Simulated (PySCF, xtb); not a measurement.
MoO2Cl2, SMILES [Cl][Mo]([Cl])(=[O])=[O], multiplicity 1.

Harmonic wavenumbers (cm⁻¹) from GFN2-xTB (xtb 6.7.1) at its own minimum, in rising order: 121, 170, 177, 196, 244, 351, 360, 904, 978.

**Question.** What does PBE0-D3(BJ)/def2-SVP in PySCF give at its own minimum? (The exact figures need the calculation; the answer reports its results.)

**Answer.** 116, 176, 210, 238, 350, 441, 456, 1058, 1088. Paired by order, the mean absolute difference is 71 cm⁻¹ and the zero-point energies are 5.0 and 5.9 kcal/mol.
